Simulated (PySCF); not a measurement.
A series of related molecules.

All values: PBE0/def2-SVPD (PySCF) at PBE0-D3(BJ)/def2-SVP geometries, gas phase, one conformer each. Core orbitals are frozen in the response; Δα² is half the sum of the squared differences of the principal polarisabilities.

Question: Rank by dipole moment, lowest first.
A. `[BH3-:1][NH2+:2][CH2:3][C:4]([F:5])([F:6])[C:7]([F:8])([F:9])[F:10]` with B1–N2–C3–C4 180°, N2–C3–C4–F5 -58°
B. `[BH3-:1][NH2+:2][CH2:3][CH2:4][CH:5]=[CH2:6]` with B1–N2–C3–C4 74°, N2–C3–C4–C5 62°, C3–C4–C5–C6 -103°
C. `[BH3-:1][NH2+:2][CH2:3][O:4][C:5]([CH3:6])=[O:7]` with B1–N2–C3–O4 172°, N2–C3–O4–C5 70°, C3–O4–C5–C6 176°
D. `[H]/[N:5]=[CH:4]\[CH2:3][NH2+:2][BH3-:1]` with B1–N2–C3–C4 180°, N2–C3–C4–N5 179°
E. `[BH3-:1][NH2+:2][CH2:3][CH2:4][CH3:5]` with B1–N2–C3–C4 178°, N2–C3–C4–C5 63°

Answer: D (3.01 D), A (3.22 D), B (5.27 D), E (5.86 D), C (6.33 D).

Question: Rank by HOMO energy, highest first.
A. `[H]/N=C\C[NH2+][BH3-]`
B. `[BH3-][NH2+]CCC=C`
C. `[BH3-][NH2+]CC(F)(F)C(F)(F)F`

Answer: B (-7.59 eV), A (-7.91 eV), C (-8.12 eV).

All values together:

```tsv
SMILES	formula	μ (D)	HOMO (eV)	LUMO (eV)	α (Å³)	Δα (Å³)	electrons	α per electron (Å³)	ΔSCF removal energy (eV)
[BH3-][NH2+]CCC=C	C4H12BN	5.27	-7.59	-0.36	11.46	2.51	48	0.239	–
[H]/N=C\C[NH2+][BH3-]	C2H9BN2	3.01	-7.91	-1.22	9.15	3.60	40	0.229	–
[BH3-][NH2+]CC(F)(F)C(F)(F)F	C3H7BF5N	3.22	-8.12	-0.24	10.25	2.34	82	0.125	10.60
[BH3-][NH2+]CCC	C3H12BN	5.86	-7.60	0.00	9.95	2.04	42	0.237	–
[BH3-][NH2+]COC(C)=O	C3H10BNO2	6.33	-7.81	-0.79	10.73	3.44	56	0.192	–
```

Conformers: `[BH3-:1][NH2+:2][CH2:3][CH2:4][CH:5]=[CH2:6]` with B1–N2–C3–C4 74°, N2–C3–C4–C5 62°, C3–C4–C5–C6 -103°; `[H]/[N:5]=[CH:4]\[CH2:3][NH2+:2][BH3-:1]` with B1–N2–C3–C4 180°, N2–C3–C4–N5 179°; `[BH3-:1][NH2+:2][CH2:3][C:4]([F:5])([F:6])[C:7]([F:8])([F:9])[F:10]` with B1–N2–C3–C4 180°, N2–C3–C4–F5 -58°; `[BH3-:1][NH2+:2][CH2:3][CH2:4][CH3:5]` with B1–N2–C3–C4 178°, N2–C3–C4–C5 63°; `[BH3-:1][NH2+:2][CH2:3][O:4][C:5]([CH3:6])=[O:7]` with B1–N2–C3–O4 172°, N2–C3–O4–C5 70°, C3–O4–C5–C6 176°.

A dash marks a removal energy that wasn't run or isn't settled.
